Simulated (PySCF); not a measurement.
Calculation: PBE-D3(BJ)/def2-TZVP // PBE-D3(BJ)/def2-SVP run with PySCF 2.14.0. Gas-phase values, no solvent. 

Reference species: [Sc(Cl)3] (neutral, multiplicity 1).

```yaml
mean_distance_from_the_central_atom_to_its_bonded_neighbours: 2.271 Å
coordination_number: 3
HOMO–LUMO gap: 3.69 eV
LUMO: -4.19 eV
```

Changed species: [Sc(F)3] (3 of 3 Cl replaced by F; the reference has 0 of 3 Cl replaced by F).

### Question
Give the shifts of the mean distance from the central atom to its bonded neighbours, coordination number, HOMO–LUMO gap and LUMO.

### Answer
the mean distance from the central atom to its bonded neighbours decreases by 0.438 Å, to 1.833 Å; the coordination number hardly moves; the HOMO–LUMO gap goes up by 2.01 eV, to 5.70 eV; the LUMO increases by 0.71 eV, to -3.48 eV.
